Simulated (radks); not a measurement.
The numbers below are computed, except where a source is named.
Question: Ga16+, configuration [Ne] 3s2 3p3 (the NIST ground configuration). Level of theory: non-relativistic Kohn-Sham, BLYP, spin-polarised, spherical densities, point nucleus; open shells are filled with parallel spins first (a radial shooting solver on a logarithmic mesh with Libxc functionals). Some entries of the table are withheld. Estimate them.

orbital,occ.,eigenvalue (eV),<1/r> (bohr^-1),<r^2> (bohr^2)
1s up,1,-10681.09,30.50,0.003274
1s down,1,-10678.11,30.51,0.003272
2s up,1,-1807.122,(1),0.05669
2s down,1,-1804.738,(2),0.05654
2p up,3,(3),6.696,0.04415
2p down,3,(4),6.695,0.04409
3s up,1,-620.8633,2.559,0.3617
3s down,1,-609.3223,2.547,0.3652
3p up,3,-575.7404,2.496,0.3513
3p down,0,-564.2882,2.488,0.3549

Answer: 
(1) 2s up <1/r> (bohr^-1): 6.735
(2) 2s down <1/r> (bohr^-1): 6.737
(3) 2p up eigenvalue (eV): -1671.030
(4) 2p down eigenvalue (eV): -1667.641
